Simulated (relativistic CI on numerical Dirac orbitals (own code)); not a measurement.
**Zn4+ (3d8) in a crystal field**

Calculated by Dirac-Coulomb-Breit CI, orbitals from a KLI potential per configuration, QED by a radiative potential, valence Slater integrals scaled by 0.65, one configuration in a parametric crystal field (own radial code).

Field parameters in Wybourne normalisation: Td as Oh with Dq negative (B⁴₀ = 21Dq, B⁴₄ = √(5/14) B⁴₀). The field is a parameter set, without covalency.

S is read from ⟨S²⟩ = S(S + 1).

Levels (cm⁻¹, degeneracy): 0 (1), 763 (3), 2117 (2), 2295 (3), 15646 (3), 16951 (2), 17285 (3), 17535 (2), 18119 (1), 18818 (3), 31310 (3), 31505 (2).

(1) Which field gives this pattern?
A. Td, 10Dq = -17650 cm⁻¹
B. Td, 10Dq = -8950 cm⁻¹
C. Td, 10Dq = -5850 cm⁻¹

Results:

(1) A. Td, 10Dq = -17650 cm⁻¹, ground level with S = 1.00.
